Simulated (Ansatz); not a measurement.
SnEt2Ph2 (C₁₆H₂₀Sn). Charge 0, multiplicity 3. Geometry PBE-D4/def2-SVP, that of the neutral singlet; atoms count from 1.

```xyz
37

Sn   -0.274   -0.053    0.587
C    -0.299   -1.894    1.771
C     0.597   -1.805    3.009
H     0.015   -2.717    1.097
H    -1.355   -2.096    2.050
H     0.590   -2.749    3.596
H     1.653   -1.595    2.738
H     0.274   -0.996    3.699
C    -1.290    1.537    1.695
C    -2.788    1.266    1.858
H    -1.104    2.486    1.150
H    -0.787    1.632    2.680
H    -3.301    2.084    2.409
H    -3.297    1.164    0.877
H    -2.982    0.329    2.423
C    -1.266   -0.396   -1.308
C    -2.331   -1.317   -1.408
C    -2.988   -1.529   -2.631
C    -2.585   -0.823   -3.776
C    -1.526    0.095   -3.692
C    -0.871    0.304   -2.468
H    -2.658   -1.886   -0.522
H    -3.817   -2.251   -2.692
H    -3.098   -0.990   -4.736
H    -1.205    0.649   -4.588
H    -0.036    1.022   -2.422
C     1.770    0.531    0.174
C     2.507   -0.103   -0.849
C     3.841    0.255   -1.104
C     4.458    1.258   -0.339
C     3.737    1.900    0.680
C     2.403    1.538    0.933
H     2.038   -0.887   -1.466
H     4.402   -0.250   -1.906
H     5.504    1.541   -0.538
H     4.216    2.689    1.282
H     1.853    2.058    1.735
```

In the def2 sets Sn takes a core potential; there is no spin–orbit coupling. Single mean-field runs in def2-TZVP are fitted with def2-universal-jkfit. At PBE0-D4/def2-TZVP a singlet of charge 0 lies 4.11 eV below the triplet at the same geometry.

(1) Estimate the Mulliken populations of the heavy atoms from the PBE0/def2-TZVP orbitals of Ansatz.

(2) Where does the spin sit?

(3) And the Mayer bond orders between heavy atoms (over 0.3)?

Answers

(1) 
| atom | charge (e) | spin (α − β) |
| --- | --- | --- |
| Sn1 | 0.88 | -0.03 |
| C2 | -0.44 | 0.03 |
| C3 | -0.38 | 0.00 |
| C9 | -0.45 | 0.00 |
| C10 | -0.38 | 0.00 |
| C16 | -0.04 | 0.01 |
| C17 | -0.24 | 0.00 |
| C18 | -0.11 | 0.00 |
| C19 | -0.12 | 0.00 |
| C20 | -0.11 | 0.00 |
| C21 | -0.25 | 0.00 |
| C27 | -0.06 | 0.66 |
| C28 | -0.27 | 0.66 |
| C29 | -0.12 | -0.25 |
| C30 | -0.12 | 0.66 |
| C31 | -0.10 | 0.62 |
| C32 | -0.22 | -0.26 |
Mulliken values depend strongly on the basis.

(2) Summed by element: Sn -0.03, C 2.13, H -0.10, of 2 unpaired in all. Largest on single atoms: C27 0.66, C30 0.66, C28 0.66.

(3) Sn1–C2 0.87 (2.19 Å); Sn1–C9 0.88 (2.19 Å); Sn1–C16 0.78 (2.17 Å); Sn1–C27 0.83 (2.17 Å); C2–C3 1.00 (1.53 Å); C9–C10 1.00 (1.53 Å); C16–C17 1.39 (1.41 Å); C16–C21 1.38 (1.41 Å); C17–C18 1.43 (1.40 Å); C18–C19 1.42 (1.40 Å); C19–C20 1.42 (1.40 Å); C20–C21 1.42 (1.40 Å); C27–C28 0.93 (1.41 Å); C27–C32 1.34 (1.41 Å); C28–C29 1.44 (1.40 Å); C29–C30 1.43 (1.40 Å); C30–C31 0.95 (1.40 Å); C31–C32 1.48 (1.40 Å).
